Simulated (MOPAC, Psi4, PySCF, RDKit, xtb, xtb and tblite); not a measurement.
Two geometries of SMILES BC[SiH2]c1ccco1 (C5H9BOSi), singlet, relaxed at GFN2-xTB with one dihedral held; other torsions can differ between them too.

Structure A

```
17

B     -3.4600     0.0257    -0.5749
C     -1.9718    -0.4228    -0.3832
Si    -1.4162    -0.9275     1.3613
C      0.3966    -1.4038     1.2704
C      1.3231    -1.4571     0.2626
C      2.5335    -1.9018     0.8383
C      2.2629    -2.0897     2.1592
O      0.9845    -1.7939     2.4280
H     -4.2117     0.0522     0.3206
H     -3.8338     0.3432    -1.6393
H     -1.3285     0.3816    -0.7527
H     -1.7756    -1.2431    -1.0803
H     -1.5604     0.1881     2.3077
H     -2.1812    -2.0849     1.8474
H      1.1570    -1.2078    -0.7660
H      3.4701    -2.0594     0.3430
H      2.8761    -2.4189     2.9754
```

Structure B

```
17

B      3.4071     0.0607    -0.3701
C      1.9498    -0.4521    -0.4799
Si     0.8066     0.9323    -1.1383
C     -0.9428     0.2552    -1.1389
C     -1.5027    -0.9625    -0.8529
C     -2.8953    -0.8305    -1.0446
C     -3.0906     0.4594    -1.4346
O     -1.9263     1.1185    -1.4942
H      3.9756     0.0768     0.6532
H      3.9768     0.3806    -1.3416
H      1.8800    -1.2401    -1.2317
H      1.5420    -0.8498     0.4480
H      1.1693     1.3191    -2.5085
H      0.8500     2.1225    -0.2756
H     -0.9791    -1.8442    -0.5430
H     -3.6442    -1.5845    -0.9116
H     -3.9796     1.0033    -1.6878
```

Q: Which is lower in energy at the level B3LYP-D3(BJ)/def2-SVP // GFN2-xTB (Psi4 1.11), and by how much?

A: B is lower, by 3.34 kcal/mol (dihedral H9–B1–C2–Si3: 0° in A, 120° in B).

E(B) − E(A) in kcal/mol at the other levels, on the same two geometries: GFN2-xTB (xtb and tblite) -3.11; B3LYP/def2-SVP // GFN2-xTB (Psi4) -3.23; PBE/def2-SVP // GFN2-xTB (Psi4) -3.62; PBE-D3(BJ)/def2-SVP // GFN2-xTB (Psi4) -3.68; UFF // GFN2-xTB (RDKit) -0.46; PM3, restricted, heats of formation // GFN2-xTB (MOPAC) -2.68; PM6, restricted, heats of formation // GFN2-xTB (MOPAC) -1.17; GFN1-xTB // GFN2-xTB (xtb) -4.51; restricted B3LYP/6-31G*, spherical d, density fitting // GFN2-xTB (PySCF) -3.44; restricted LDA (SVWN5)/6-31G*, spherical d, density fitting // GFN2-xTB (PySCF) -4.06; restricted BP86/6-31G*, spherical d, density fitting // GFN2-xTB (PySCF) -3.78; restricted B3LYP/3-21G, density fitting // GFN2-xTB (PySCF) -3.35.
